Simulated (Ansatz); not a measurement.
```xyz
14

C    -0.417   -0.705   -1.826
Si   -1.275   -0.639   -0.170
N    -0.173   -0.247    1.111
Si    0.805    1.154    1.260
O     2.423    0.855    1.207
H     0.038    0.259   -2.066
H     0.365   -1.467   -1.833
H    -1.132   -0.940   -2.619
H    -1.863   -1.963    0.170
H    -2.383    0.354   -0.257
H    -0.156   -0.902    1.880
H     0.630    1.822    2.569
H     0.380    2.030    0.134
H     2.757    0.390    0.439
```

The species carries charge 0 and has multiplicity 1.

Task: List the PBE/def2-TZVPP orbital energies in eV (Ansatz 0.2.0). (Best estimate.)

Result: The calculation gave: Occupied: -1780.00, -1779.61, -510.22, -380.01, -268.57, -137.63, -137.30, -94.38, -94.37, -94.34, -94.06, -94.03, -94.01, -24.98, -20.93, -17.31, -13.95, -12.83, -12.16, -10.39, -10.07, -9.78, -9.27, -9.17, -8.16, -8.03, -7.74, -7.34, -6.26. Lowest empty: -0.38, -0.19, 0.22, 0.92, 1.15, 1.29, 1.56, 1.89.
